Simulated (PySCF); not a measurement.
Molecule: `C#CPc1cccs1`, C6H5PS.

Bonds (- single, = double, # triple, : aromatic): C1#C2, C2-P3, P3-C4, C4:C5, C5:C6, C6:C7, C7:S8, S8:C4. C1 carries H9; P3 carries H10; C5 carries H11; C6 carries H12; C7 carries H13.

Frames of a GFN2-xTB Langevin trajectory at 600 K; GIAO PBE0/pcSseg-1 shieldings in PySCF 2.14, gas phase, non-relativistic; equivalent atoms averaged within each frame.

References, each an isolated molecule treated in the same way: 13C (186.93 ppm) and 1H (31.72 ppm) vs TMS; H3PO4 for 31P (318.38 ppm); CS2 for 33S (503.73 ppm). The references are static minima.

Question: How do the shifts (ppm) fluctuate along the trajectory?

Answer: 
```
         time (fs)     C4     C7     C6     C5     C1    C2      P3   S8   H13   H11
optimised geometry  142.8  137.2  131.9  137.2  102.8  83.3  -118.8  247  7.31  7.59
               250  146.6  141.5  136.1  133.7  114.5  98.5  -137.7  278  8.20  7.53
               425  121.1  149.6  140.0  149.1  104.9  90.3  -137.0  248  7.75  8.85
               625  156.9  135.2  130.1  150.3  106.5  88.2   -64.4  264  7.66  8.98
               800  146.3  147.1  130.1  154.0  109.5  87.6   -66.0  318  8.30  8.52
              1000  140.5  125.4  130.9  143.5  108.2  92.2  -103.8  262  6.18  7.75
    mean of frames  142.3  139.8  133.4  146.1  108.7  91.4  -101.8  274  7.62  8.33
standard deviation   13.2    9.8    4.4    7.9    3.7   4.4    36.1   27  0.85  0.65
```

5 frames give an uncertainty of the mean of about the standard deviation over 2.2 at best, since frames this close in time may not be independent; classical motion lacks zero-point vibration, and the reference would need the same averaging.
